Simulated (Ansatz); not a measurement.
**A geometry optimisation of CH2BrMgSi+ with B3LYP/6-31G***

The starting geometry of this gas-phase singlet was optimised with GFN2-xTB.

```xyz
6

C     1.1512    1.0526   -1.5191
Br   -0.6497   -0.6270    0.5326
Mg    1.0142    2.9193   -2.4258
Si   -0.4745    1.3606   -0.5040
H     1.1103    0.2525   -2.2693
H     2.0771    0.9939   -0.9323
```

Problem. Where would you expect an optimisation with B3LYP/6-31G* to take it?

Solution. A new bond forms, giving a structure with Br2 bridging Mg3 and Si4, given below by its coordinates. Distances that change by over a tenth: Br2–Si4 (2.25 → 2.58 Å). Contacts that close: Br2–Mg3 (4.91 → 2.46 Å).

The energy falls by 1.18 eV over 34 steps:

| step | E − E(last) (eV) |
| --- | --- |
| 1 | 1.184 |
| 5 | 1.129 |
| 8 | 1.102 |
| 12 | 1.087 |
| 16 | 1.036 |
| 19 | 0.940 |
| 23 | 0.705 |
| 27 | 0.050 |
| 30 | 0.000 |
| 34 | 0.000 |

Final geometry (Å):

```yaml
atoms:
  - { symbol: C, position_ang: [1.4627, 1.1669, -1.2224] }
  - { symbol: Br, position_ang: [-1.6675, 0.3334, -0.9318] }
  - { symbol: Mg, position_ang: [-0.1902, 1.6108, -2.4352] }
  - { symbol: Si, position_ang: [0.5281, 0.8111, 0.3338] }
  - { symbol: H, position_ang: [1.7378, 0.2482, -1.7754] }
  - { symbol: H, position_ang: [2.3578, 1.7816, -1.0868] }
```

Frequencies at the end are all real (lowest 111 cm⁻¹). Run with Ansatz 0.2.0, 74 s on 2 threads of Arm Neoverse V2 (shared host).
